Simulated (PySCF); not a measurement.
Molecule: SMILES C=CC1C[SiH2]C1, C₅H₁₀Si.

Molfile (atoms numbered from 1):
```
C5H10Si
     RDKit          3D

 16 16  0  0  0  0  0  0  0  0999 V2000
    2.4124    0.2902   -0.2548 C   0  0  0  0  0  0  0  0  0  0  0  0
    1.1287   -0.0507   -0.3736 C   0  0  0  0  0  0  0  0  0  0  0  0
    0.0089    0.4900    0.4590 C   0  0  0  0  0  0  0  0  0  0  0  0
   -1.1301    1.0964   -0.4286 C   0  0  0  0  0  0  0  0  0  0  0  0
   -2.0667   -0.5386   -0.2200 Si  0  0  0  0  0  4  0  0  0  0  0  0
   -0.7854   -0.6561    1.1721 C   0  0  0  0  0  0  0  0  0  0  0  0
    2.7402    1.0204    0.4923 H   0  0  0  0  0  0  0  0  0  0  0  0
    3.1822   -0.1454   -0.8969 H   0  0  0  0  0  0  0  0  0  0  0  0
    0.8456   -0.7882   -1.1379 H   0  0  0  0  0  0  0  0  0  0  0  0
    0.4262    1.2215    1.1709 H   0  0  0  0  0  0  0  0  0  0  0  0
   -0.8173    1.4656   -1.4154 H   0  0  0  0  0  0  0  0  0  0  0  0
   -1.6414    1.9163    0.1004 H   0  0  0  0  0  0  0  0  0  0  0  0
   -1.8648   -1.5150   -1.3355 H   0  0  0  0  0  0  0  0  0  0  0  0
   -3.5237   -0.5158    0.1205 H   0  0  0  0  0  0  0  0  0  0  0  0
   -1.2068   -0.3015    2.1261 H   0  0  0  0  0  0  0  0  0  0  0  0
   -0.2186   -1.5774    1.3668 H   0  0  0  0  0  0  0  0  0  0  0  0
  1  2  2  0
  2  3  1  0
  3  4  1  0
  4  5  1  0
  5  6  1  0
  6  3  1  0
  1  7  1  0
  1  8  1  0
  2  9  1  0
  3 10  1  0
  4 11  1  0
  4 12  1  0
  5 13  1  0
  5 14  1  0
  6 15  1  0
  6 16  1  0
M  END
```

Geometry PBE0-D3(BJ)/def2-SVP throughout; GIAO in PySCF 2.14, gas phase, one conformer, non-relativistic; equivalent atoms averaged; basis pcSseg-1.

For orientation, B97-2 gives these absolute shieldings σ: C2 33.9, C1 68.3, C3 138.3, C4/C6 166.5, Si5 381.5, H7 26.22, H13 26.46, H10 28.24, H12/H15 29.67 ppm.

A run gave: C2 21.0, C1 58.6, C3 129.9, C4/C6 163.1, Si5 346.1, H7 25.55, H13 25.40, H10 27.51, H12/H15 28.91 ppm (absolute shieldings σ).

**Question.** Which functional was used in that run?
A. mPW1PW91
B. KT3
C. LDA
D. CAM-B3LYP

**Answer.** C. H13 tells them apart best: LDA gives 25.40, CAM-B3LYP gives 26.44, KT3 gives 26.37, mPW1PW91 gives 26.33 ppm.
